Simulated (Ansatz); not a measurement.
Consider the redistribution: `CO[CH2][ZnH]` + `O[SiH2]F` → `[F][ZnH]` + `COC[SiH2]O`.

Calculated with Ansatz (gas phase, PBE0-D4/def2-TZVP geometries, no zero-point term in ΔE). CCSD(T)/CBS is the MP2 limit (def2-TZVPP, def2-QZVPP) plus CCSD(T) − MP2 in def2-TZVPP, frozen cores. Functionals use def2-TZVPP. B3LYP here is the variant with VWN-RPA as its local correlation; programs differ in this. For Zn outer-core shells are correlated without core-valence functions, which leaves a few kJ/mol of doubt a bond. Scalar relativity is left out up to krypton. One conformer a species, not always the lowest.

CCSD(T)/CBS gives +49.3 kJ/mol.

(1) Another level gave +48.3 kJ/mol. Which?
A. BLYP/def2-TZVPP
B. PBE-D4/def2-TZVPP
C. HF/def2-TZVPP
D. B3LYP-D4/def2-TZVPP

(2) What do rigid-rotor, harmonic-oscillator terms from PBE0-D4/def2-TZVP frequencies (298.15 K, 1 bar) make of the CCSD(T)/CBS value? (Estimate.)

Largest T1 diagnostic among the species: 0.018.

Results:

(1) D. B3LYP-D4 48.3, BLYP 52.4, HF/def2-TZVPP 56.8, PBE-D4 41.9 kJ/mol.

(2) Computed: ΔZPE = +1.2 kJ/mol, ΔH = +51.2 kJ/mol, ΔS = -13 J/(mol·K), ΔG = +55.0 kJ/mol. Modes under 50 cm⁻¹ make the entropy rough.

From PBE to PBE0 (25 % exact exchange), in def2-TZVPP and without D4, ΔE moves by +3.9 kJ/mol. Leaving LDA and LC-ωPBE aside and taking each functional with its dispersion term where it has one, the values, not all of them listed here, spread over 15.9 kJ/mol, from revPBE-D4 to B2PLYP. At CCSD(T), def2-SVP lies −8.3 kJ/mol from the extrapolated value and def2-TZVPP +4.2 kJ/mol.
